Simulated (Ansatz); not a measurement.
An input meant for the cluster K₄H₄⁺ (charge 1, doublet).

```yaml
crystal:
  periodic: [false, false, false]
  atoms:
    - {symbol: K, position_ang: [-0.834624, 4.296414, 0.215093]}
    - {symbol: K, position_ang: [-2.402162, -2.106522, 2.998004]}
    - {symbol: K, position_ang: [-1.017234, -1.487791, -3.994573]}
    - {symbol: K, position_ang: [4.254077, -0.702905, 0.781525]}
    - {symbol: H, position_ang: [0.985240, 1.441038, 3.868110]}
    - {symbol: H, position_ang: [2.326480, 2.039441, -2.903409]}
    - {symbol: H, position_ang: [-4.119949, 0.680926, -0.756168]}
    - {symbol: H, position_ang: [0.808174, -4.160619, -0.208583]}
basis:
  gaussian: {orbitals: STO-3G, final_grid: {core_spheres: 5, valence_spheres: 4, degree: 11}}
total_charge: 1
magnetization: {spin_polarized: true, initial_magnetization: 1}
hamiltonian: {xc: {name: PBE-QIDH}}
accuracy: high
scf: {lower_state_search: light}
output: {forces: true}
```

```sh
$ ansatz run in.yaml --threads 4 --pin off --events-out ev --progress --plain --max-ram 3916MiB
```

Output, abridged:

```
Functional definition: PBE-QIDH
1174 factors; integrals over basis functions are off by at most 4.2e-9 eV
mean field evaluation 1: about -64630.4643 eV, gradient 7.3e0 eV
mean field evaluation 2: about -64630.4659 eV, gradient 7.4e0 eV
mean field evaluation 4: about -64634.1269 eV, gradient 1.8e1 eV
mean field evaluation 8: about -64642.9353 eV, gradient 7.5e0 eV
mean field evaluation 16: about -64647.5040 eV, gradient 7.2e-1 eV
mean field evaluation 32: about -64647.3498 eV, gradient 3.0e0 eV
mean field evaluation 64: about -64647.4411 eV, gradient 6.2e-1 eV
mean field evaluation 96: about -64647.4455 eV, gradient 1.8e-1 eV
mean field evaluation 128: about -64646.8124 eV, gradient 2.8e0 eV
mean field evaluation 160: about -64647.4815 eV, gradient 1.2e0 eV
mean field evaluation 192: about -64647.3820 eV, gradient 1.0e0 eV
mean field evaluation 224: about -64647.5363 eV, gradient 3.2e-5 eV
mean field evaluation 256: about -64626.1914 eV, gradient 1.1e1 eV
mean field evaluation 288: about -64647.5391 eV, gradient 2.4e-8 eV
mean field -64647.55509471 eV, -2375.7538300441 hartree, gradient 2.5e-8 eV, S^2 3.748134; 16 other end points of the search recorded, 0 dependent functions left out
20 core orbitals not correlated: weight in the atoms' cores, before any rotation towards them, 1.000 or more for the frozen orbitals, at most 0.000 for the correlated occupied ones
reference -64647.55509596 eV, -2375.7538300898 hartree; 20, 19 occupied and 16, 17 virtual orbitals, 1174 factors
second order -1.57929693 eV of doubles, -0.00000000 eV of singles
Total energy: -64648.08152827 eV, -2375.7731761204 hartree
Atom 0 at    -0.834624     4.296414     0.215093 Å, force    -0.015613    -0.018065    -0.004682 eV/Å
Atom 1 at    -2.402162    -2.106522     2.998004 Å, force     0.016678     0.017370     0.003667 eV/Å
Atom 2 at    -1.017234    -1.487791    -3.994573 Å, force     0.016196     0.017145     0.005862 eV/Å
Atom 3 at     4.254077    -0.702905     0.781525 Å, force    -0.017261    -0.016470    -0.004849 eV/Å
Atom 4 at     0.985240     1.441038     3.868110 Å, force    -0.002171    -0.002857    -0.005698 eV/Å
Atom 5 at     2.326480     2.039441    -2.903409 Å, force    -0.004074    -0.003704     0.003873 eV/Å
Atom 6 at    -4.119949     0.680926    -0.756168 Å, force     0.006605    -0.000131     0.001301 eV/Å
Atom 7 at     0.808174    -4.160619    -0.208583 Å, force    -0.000360     0.006711     0.000526 eV/Å
Dipole moment:     0.000111     0.000050     0.000204 e Å
```

In this input the coordinates are in bohr but typed as ångström. Self-consistency was reached. The result belongs to that input, not to the species as meant.

Correlated methods freeze 20 core orbitals; core or outer-core shells of K are correlated, in sets that lack core-valence functions. The charge 1 doublet is spin-contaminated (final ⟨S²⟩ up to 3.75, 0.75 for a pure state).
